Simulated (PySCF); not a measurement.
A calculated (LDA, PySCF 2.14, jorge-DZP-DKH, scalar relativity by spin-free X2C-1e) atom or ion has these occupied shells.

```tsv
shell	electrons	orbital energy (eV)	rms radius, mean of both spins (bohr)
1s α	1	-6976.7	0.0677
1s β	1	-6976.7	0.0677
2s α	1	-817.55	0.290
2s β	1	-815.68	0.290
2p α	3	-697.80	0.261
2p β	3	-696.36	0.261
3s α	1	-94.293	0.875
3s β	1	-90.103	0.875
3p α	3	-60.729	0.934
3p β	3	-56.648	0.934
3d α	5	-8.315	1.25
4s α	1	-5.563	3.24
4s β	1	-4.797	3.24
3d β	1	-4.643	1.25
```

Question: Name the element and its charge.

Answer: Fe (iron, neutral), in [Ar] 3d6 4s2, high-spin 5D determinant.
